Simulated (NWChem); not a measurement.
Species: BeSiH$_{3}$OF; SMILES [SiH3][O][Be][F]

```xyz
7

Be     0.0000     0.0000    -1.3852
F      0.0000     0.0000    -2.7802
O      0.0000     0.0000     0.0302
Si     0.0000     0.0000     1.6931
H     -0.8785    -1.1084     2.2059
H     -0.5207     1.3150     2.2059
H      1.3992    -0.2066     2.2059
```
Atoms are numbered in this order, from 1.

Computed with NWChem. Coordinates come from a PBE-D3(BJ)/def2-SVP optimisation.

For level B3LYP/def2-SVP:

```
Property                     Value
---------------------------  -----
highest occupied level (eV)  -8.72
orbital gap (eV)              8.07
dipole (D)                    1.31
```

Problem. Estimate the same quantities for level B3LYP/STO-3G.

Solution. highest occupied level (eV): -4.96
orbital gap (eV): 9.37
dipole (D): 1.48
